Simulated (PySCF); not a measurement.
`[BH3-][NH2+]CO[SiH3]`. Theory: PBE0-D3(BJ)/def2-SVP geometry optimisation, gas phase in PySCF.

```
atom  x, y, z in Å
B1     2.0118    0.0622    0.1164
N2     0.5173   -0.0163    0.7610
C3    -0.5578    0.1080   -0.2131
O4    -1.7770    0.0395    0.4482
Si5   -3.2806    0.1677   -0.2854
H6     2.7806   -0.0749    1.0582
H7     2.0718   -0.8589   -0.6906
H8     2.0879    1.1670   -0.4094
H9     0.4093   -0.9016    1.2608
H10    0.4110    0.7173    1.4650
H11   -0.4265   -0.7069   -0.9458
H12   -0.4113    1.0688   -0.7361
H13   -4.2731    0.0576    0.8135
H14   -3.4609   -0.9317   -1.2808
H15   -3.3985    1.4835   -0.9832
```

**Question.** What is the longest distance between nuclei?

**Answer.** H6···H13, 7.06 Å; the next longest distance is 6.72 Å.

**Question.** Give the dihedral angles H7–B1–N2–H9, H10–N2–C3–H11, H10–N2–C3–O4, H9–N2–C3–H12, H8–B1–N2–C3.

**Answer.** H7–B1–N2–H9 63° (synclinal); H10–N2–C3–H11 -179° (antiperiplanar); H10–N2–C3–O4 -57° (synclinal); H9–N2–C3–H12 180° (antiperiplanar); H8–B1–N2–C3 61° (synclinal). Dihedral signs follow IUPAC: positive where, seen along the central bond, the front bond turns clockwise onto the rear one.

**Question.** Where is the centre of mass (commonest isotopes), and what is the radius of gyration?

**Answer.** Mass 91.062 u; centre at (-1.117, 0.089, 0.089) Å; Rg = √(Σ m r²/M) = 2.047 Å. As Ia + Ib + Ic = 2 Σ m r², the three principal moments sum to 763.2 u·Å².

**Question.** Work out the bond lengths B1–N2, B1–H7, N2–H10, C3–O4, C3–H12, O4–Si5, Si5–H13 in bohr.

**Answer.** For B1–N2 the difference vector is (-1.4945, -0.0785, 0.6446) Å, of length 1.6295 Å. 1 bohr = 0.529177 Å. B1–N2 3.079; B1–H7 2.317; N2–H10 1.932; C3–O4 2.624; C3–H12 2.086; O4–Si5 3.171; Si5–H13 2.806 bohr.

**Question.** What are the angles N2–B1–H6, B1–N2–C3, H11–C3–H12, O4–C3–H12, N2–C3–H11, C3–O4–Si5, O4–Si5–H14, O4–Si5–H15?

**Answer.** From the scalar product of the two bond vectors; for N2–B1–H6 it is -0.5311 Å² over 1.6295 × 1.2235 Å², cos θ = -0.2664. N2–B1–H6 105.5°; B1–N2–C3 114.1°; H11–C3–H12 108.2°; O4–C3–H12 112.7°; N2–C3–H11 107.1°; C3–O4–Si5 125.1°; O4–Si5–H14 110.1°; O4–Si5–H15 110.0°.

**Question.** How far apart are these pairs, which share no bond: C3···H13, O4···H6, Si5···H11, H7···H9, H7···H10, H9···H12?

**Answer.** C3···H13 3.855 Å (3 bonds apart); O4···H6 4.600 Å (4 bonds apart); Si5···H11 3.057 Å (3 bonds apart); H7···H9 2.564 Å (3 bonds apart); H7···H10 3.145 Å (3 bonds apart); H9···H12 2.923 Å (3 bonds apart).

**Question.** Write the matrix of distances between heavy atoms (Å, lower triangle).

**Answer.** 
```
B1    0.000
N2    1.629  0.000
C3    2.591  1.456  0.000
O4    3.803  2.316  1.389  0.000
Si5   5.309  3.944  2.724  1.678  0.000
```

The point group is Cs within 0.08 Å; differences among equivalent distances and angles are scatter left by the optimiser. Not checked by PBE0-D3(BJ)/def2-SVP frequencies. One conformer, not necessarily the lowest.

The run took 39 s of wall time on one thread of an Arm Neoverse V1, shared host with 32 logical CPUs at a one-minute load of 26, and the process peaked at 0.51 GiB of memory. That covers the optimisation of the geometry.
